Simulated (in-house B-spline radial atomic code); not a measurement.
Successive ionisation energies of oxygen; each step leads to the configuration of the next row (after the last: bare). Dirac energy differences include first-order Breit, QED and recoil terms. NIST's values go from ground level to ground level; the uncertainty of those that are theory runs from under 0.1 % in few-electron ions to several per cent in heavy many-electron ones. Computed with a radial B-spline atomic code at the basis-set limit: Dirac-Hartree-Fock, jj configuration that fills j = l - 1/2 first, finite nuclei.

A number in brackets counts the electrons of a j subshell.

| ion | configuration | ionisation energy (eV) | tabulated value (eV) | tabulated kind | computed minus tabulated (eV) | highest orbital | largest mean radius (bohr) |
| --- | --- | --- | --- | --- | --- | --- | --- |
| O | [He] 2s2 2p1/2(2) 2p3/2(2) | 14.9 | 13.61806 | measured | 1.2 | 2p1/2 | 1.2457 |
| O+ | [He] 2s2 2p1/2(2) 2p3/2(1) | 32.7 | 35.12112 | measured | -2.4 | 2p1/2 | 1.1016 |
| O2+ | [He] 2s2 2p1/2(2) | 52.2 | 54.93554 | semi-empirical | -2.7 | 2p1/2 | 1.0317 |
| O3+ | [He] 2s2 2p1/2(1) | 77.2 | 77.4135 | measured | -0.2 | 2p1/2 | 0.98168 |
| O4+ | [He] 2s2 | 111.1 | 113.899 | measured | -2.8 | 2s1/2 | 0.93503 |
| O5+ | [He] 2s1 | 138.0 | 138.1189 | semi-empirical | -0.1 | 2s1/2 | 0.89334 |
| O6+ | 1s2 | 738.1 | 739.327 | tabulated theory | -1.3 | 1s1/2 | 0.19655 |
| O7+ | 1s1 | 871.4 | 871.4099 | tabulated theory | 0.0 | 1s1/2 | 0.18729 |

(1) Where is the largest jump?

(2) How far is this level of theory from the measured and semi-empirical values?

Answers

(1) From O5+ to O6+, by a factor of 5.35 (137.98 to 738.07 eV); the highest orbital goes from 2s1/2 to 1s1/2.

(2) Over those 6 rows the differences run from -2.81 to +1.23 eV (mean absolute value 1.6 eV). The calculation leaves out correlation and, in open shells, the multiplet splittings that an average leaves out.
